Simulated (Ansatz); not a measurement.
Single points on CH3IZn⁺, that is ZnMeI with one electron fewer.

```yaml
crystal:
  periodic: [false, false, false]
  atoms:
    - {symbol: Zn, position_ang: [-0.011491, 0.004707, -1.012910]}
    - {symbol: C, position_ang: [0.001931, -0.002422, 0.916817]}
    - {symbol: H, position_ang: [-0.449138, 0.926959, 1.263273]}
    - {symbol: H, position_ang: [1.038221, -0.074186, 1.246233]}
    - {symbol: H, position_ang: [-0.572335, -0.863288, 1.257626]}
    - {symbol: I, position_ang: [-0.007199, 0.008231, -3.671050]}
basis:
  gaussian: {orbitals: def2-TZVP, initial_orbitals: start.molden}
total_charge: 1
magnetization: {spin_polarized: true, initial_magnetization: 1}
hamiltonian: {xc: pbe0, dispersion: d4}
scf: {omitted_lower_state_checks: [starts]}
output: {orbitals: {seedname: orbitals}}
```

The file start.molden holds the orbitals of an earlier run on this structure, at another level or in another basis.

```sh
$ ansatz run in.yaml --threads 4 --pin off --events-out ev --progress --plain --max-ram 3916MiB
```

Output, abridged:

```
Functional definition: PBE0
1271 factors; their error is unknown
mean field evaluation 1: about -57591.2388 eV, gradient 5.3e-1 eV
mean field evaluation 2: about -57591.2392 eV, gradient 4.2e-4 eV
mean field evaluation 4: about -57591.5890 eV, gradient 4.1e-4 eV
mean field evaluation 8: about -57591.5890 eV, gradient 2.2e-5 eV
mean field -57591.58900576 eV, -2116.4518589804 hartree, gradient 4.6e-6 eV, S^2 0.753931; 0 other end points of the search recorded, 0 dependent functions left out
reference -57591.58903576 eV, -2116.4518600831 hartree; 32, 31 occupied and 115, 116 virtual orbitals, 1271 factors
Total energy: -57591.66120031 eV, -2116.4545120812 hartree
Checks for a lower state left out: starts
```

Hardware: 4 threads of INTEL XEON PLATINUM 8581C on a shared host. Wall time 3.8 s, peak host memory 0.75 GiB.

As the first input, with `hamiltonian: {xc: pbe, dispersion: d4}` (abridged; 6 s):

```
Functional definition: PBE
mean field evaluation 16: about -57590.2562 eV, gradient 1.6e-4 eV
mean field -57590.25621643 eV, -2116.4028798761 hartree, gradient 2.2e-6 eV, S^2 0.752583
Total energy: -57590.34072483 eV, -2116.4059855024 hartree
Checks for a lower state left out: starts
```

Geometry: PBE0-D4/def2-TZVP.

In the def2 sets I takes a core potential; there is no spin–orbit coupling. At PBE-D4/def2-TZVP the gap within one spin of the relaxed charge 1 doublet nearly closes, so an electron or hole may be smeared out by delocalisation error.
